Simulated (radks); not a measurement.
Task: Pd5+, configuration [Kr] 4d5. All-electron calculation, Dirac Kohn-Sham, PBE, spin-unpolarised, spherical densities, finite nucleus; open shells fill j = l - 1/2 first; Fermi nuclear charge, rms radius 4.5318 fm. Program: a radial shooting solver on a logarithmic mesh with Libxc functionals. Some entries of the table are withheld. Estimate them.

| orbital | occ. | eigenvalue (hartree) | <r^2> (bohr^2) |
|---|---|---|---|
| 1s1/2 | 2 | -890.4668 | 0.001371 |
| 2s1/2 | 2 | -132.4934 | 0.02250 |
| 2p1/2 | 2 | -123.1075 | 0.01685 |
| 2p3/2 | 4 | -117.2502 | 0.01818 |
| 3s1/2 | 2 | -26.26614 | 0.1644 |
| 3p1/2 | 2 | -22.56302 | 0.1601 |
| 3p3/2 | 4 | -21.54069 | 0.1693 |
| 3d3/2 | 4 | -14.98876 | 0.1506 |
| 3d5/2 | 6 | -14.78471 | 0.1534 |
| 4s1/2 | 2 | (1) | 0.9677 |
| 4p1/2 | 2 | (2) | (3) |
| 4p3/2 | 4 | (4) | (5) |
| 4d3/2 | 4 | -2.73064 | 1.669 |
| 4d5/2 | 1 | -2.70578 | 1.696 |

Result: 
(1) 4s1/2 eigenvalue (hartree): -5.92122
(2) 4p1/2 eigenvalue (hartree): -4.74636
(3) 4p1/2 <r^2> (bohr^2): 1.100
(4) 4p3/2 eigenvalue (hartree): -4.56955
(5) 4p3/2 <r^2> (bohr^2): 1.159
